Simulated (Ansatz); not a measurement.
Geometry optimisation, RKS B3LYP-D4/def2-SVP in Ansatz 0.2.0.

input.yaml

```yaml
crystal:
  periodic: [false, false, false]
  atoms:
    - { symbol: Al, position_ang: [0.0, 0.0, 0.0] }
    - { symbol: H, position_ang: [0.0, 0.0, 1.91] }
    - { symbol: F, position_ang: [1.4635, 0.0, -0.845] }
    - { symbol: F, position_ang: [-1.4635, 0.0, -0.845] }
    - { symbol: "N", position_ang: [0.0928, -2.1047, 0.7] }
    - { symbol: H, position_ang: [-0.4256, -2.8627, 0.1705] }
    - { symbol: H, position_ang: [0.6555, -2.3517, 1.5637] }
    - { symbol: H, position_ang: [0.0453, -1.027, 1.8385] }
basis:
  gaussian: { orbitals: def2-SVP }
hamiltonian:
  xc: b3lyp
  dispersion: d4
relax:
  f_tol: 0.15
  max_steps: 25
  restrain:
    - { distance: [0, 4], at: 1.92, k: 30.0 }
    - { distance: [7, 1], at: 0.66, k: 30.0 }
    - { distance: [0, 1], at: 2.76, k: 30.0 }
    - { distance: [7, 4], at: 2.26, k: 30.0 }
```

Run as:

```bash
$ ansatz run input.yaml --threads 1 --pin off --max-ram 2048MiB --backend cpu --events-out ev --progress --plain --runs-dir out
```

Problem. Where does it end, and by what steps?

Solution. The forces met the threshold. The restraints hold the end off the free minimum; the threshold counts their pulls, which the force column leaves out. Restrained pairs: Al1–N5 (2.22 → 1.85 Å), H2–H8 (1.03 → 0.72 Å), Al1–H2 (1.91 → 2.76 Å), N5–H8 (1.57 → 2.27 Å). After 9 steps the energy has fallen by 2.871 eV (the restraints' own energy left out); H7 moved furthest, 0.93 Å.

```csv
step,energy less start (eV),largest force component (eV/Å),accepted
0,0.0000,4.456,yes
1,-0.6482,5.478,yes
2,-1.4767,5.119,yes
3,-2.2653,2.719,yes
4,-2.6052,2.019,yes
5,-2.7256,1.428,yes
6,-2.8149,1.819,yes
7,-2.8612,1.768,yes
8,-2.8685,1.791,yes
9,-2.8713,1.760,yes
```

```xyz
8
Properties=species:S:1:pos:R:3
Al 0.075 -0.584 -0.325
H -0.099 0.191 2.315
F 1.470 0.273 -0.567
F -1.352 0.015 -0.913
N 0.097 -2.198 0.587
H -0.683 -2.846 0.568
H 0.957 -2.707 0.758
H -0.098 -0.490 2.071
```

Time of the run: 27 s on 1 thread of AMD EPYC 7R43 64-Core Processor (Zen 3), with other jobs on the host, peak memory 0.17 GiB.
